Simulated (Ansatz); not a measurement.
Reactions of CH4BrFOSi, SMILES `OC(F)[SiH2]Br`.

Program: Ansatz. Geometries: PBE0-D4/def2-TZVP. ΔE: electronic, gas phase. CCSD(T)/CBS adds triple-zeta CCSD(T) − MP2 to the extrapolated MP2 energy (def2 sets, frozen cores). This one scheme is used for every species. For Br, Se outer-core shells are correlated without core-valence functions, which leaves a few kJ/mol of doubt a bond. Scalar relativity is left out up to krypton. Each species was taken in one conformer, which may not be the lowest.

(1) Order these by ΔE at CCSD(T)/CBS, lowest first. (Estimate.)
A. `OC(F)[SiH2]Br` + `O[SiH](F)F` → `O[SiH](F)[SiH2]Br` + `OC(F)F`
B. `OC(F)[SiH2]Br` + `C[SeH]` → `C[Se]C(O)F` + `[SiH3]Br`
C. `OC(F)[SiH2]Br` + H₂Se → `[SeH][SiH2]Br` + `OCF`
D. `OC(F)[SiH2]Br` + `B[SiH2]N` → `N[SiH2]C(O)F` + `B[SiH2]Br`
E. `OC(F)[SiH2]Br` + H₂ → `OC(F)[SiH3]` + HBr
F. `OC(F)[SiH2]Br` → `FCO[SiH2]Br`
G. `OC(F)[SiH2]Br` + ethane → `C[SiH2]Br` + `CC(O)F`

Largest T1 diagnostic: 0.012, for `OC(F)[SiH3]`.

Results:

(1) F (-29.4 kcal/mol), C (-22.1 kcal/mol), G (-15.3 kcal/mol), D (-3.8 kcal/mol), B (+4.0 kcal/mol), E (+18.4 kcal/mol), A (+40.1 kcal/mol).
